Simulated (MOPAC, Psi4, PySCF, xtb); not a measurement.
Interaction energy of CO2 ··· C2H2 (SMILES O=C=O and C#C), singlet. Monomers: optimised at B3LYP-D3(BJ) (def2-TZVP), held rigid. Orientation: lowest of the rigid-body minima from ten starts at GFN2-xTB. R is the distance of the centres of mass, along which the second monomer moves.

Geometry at R = 3.20 Å (first 3 atoms: monomer A):
```
7

O     -1.1597     0.0007     0.0000
C      0.0000     0.0000     0.0000
O      1.1597    -0.0007     0.0000
C      0.5994     0.0000     3.1959
C     -0.5974     0.0008     3.1960
H      1.6620    -0.0007     3.1954
H     -1.6601     0.0016     3.1964
```

- PBE-D3(BJ)/def2-TZVP, counterpoise-corrected (Psi4)
- RMP2/6-31G* = restricted MP2 (frozen core)/6-31G*, spherical d, no counterpoise correction in PySCF 2.14.0
- PM3, restricted, heats of formation (MOPAC)
- GFN1-xTB (xtb)
- SAPT0/jun-cc-pVDZ, frozen core (Psi4)

Interaction energies in kJ/mol (negative: bound); R is the distance of the centres of mass, d the O3···H6 distance.

| R / Å | d / Å | PBE-D3(BJ)/def2-TZVP | RMP2/6-31G* | PM3 | GFN1-xTB | SAPT0/jun-cc-pVDZ |
|---|---|---|---|---|---|---|
| 2.57 | 2.61 | 17.37 | 16.26 | 38.71 | 15.80 | 18.84 |
| 2.84 | 2.88 | -2.44 | -4.75 | 16.14 | 1.40 | -1.67 |
| 3.04 | 3.08 | -7.50 | -9.47 | 8.18 | -1.79 | -6.83 |
| 3.20 | 3.23 | -8.79 | -10.24 | 4.51 | -2.61 | -8.11 |
| 3.41 | 3.44 | -8.67 | -9.40 | 1.77 | -2.78 | -8.00 |
| 3.63 | 3.66 | -7.62 | -7.71 | 0.35 | -2.55 | -7.00 |
| 3.91 | 3.94 | -5.97 | -5.53 | -0.40 | -2.12 | -5.50 |
| 4.24 | 4.27 | -4.24 | -3.54 | -0.62 | -1.63 | -3.97 |
| 4.73 | 4.75 | -2.45 | -1.84 | -0.55 | -1.05 | -2.42 |
| 5.42 | 5.44 | -1.14 | -0.85 | -0.34 | -0.53 | -1.25 |
| 6.42 | 6.44 | -0.44 | -0.36 | -0.16 | -0.20 | -0.54 |
| 7.72 | 7.73 | -0.17 | -0.14 | -0.06 | -0.07 | -0.21 |

Lowest grid point: PBE-D3(BJ)/def2-TZVP -8.79 kJ/mol at R = 3.20 Å; RMP2/6-31G* -10.24 kJ/mol at R = 3.20 Å; PM3 -0.62 kJ/mol at R = 4.24 Å; GFN1-xTB -2.78 kJ/mol at R = 3.41 Å; SAPT0/jun-cc-pVDZ -8.11 kJ/mol at R = 3.20 Å.
